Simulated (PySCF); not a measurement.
A structure optimised at B3LYP-D3(BJ)/def2-TZVP, used in a PySCF frequency run:

```
Zn
N 1 1.8264
H 2 1.0111 1 117.40
H 2 1.0111 3 108.50 1 136.07
S 1 2.1720 2 174.13 3 -113.91
H 5 1.3452 1 93.57 2 -180.00
```

Question: Write its SMILES, formula and point group.

Answer: [NH2][Zn][SH], H₃NSZn, Cs

Question: What are its rotational constants (standard atomic weights)?

Answer: 148.89, 2.5290, 2.5204 GHz
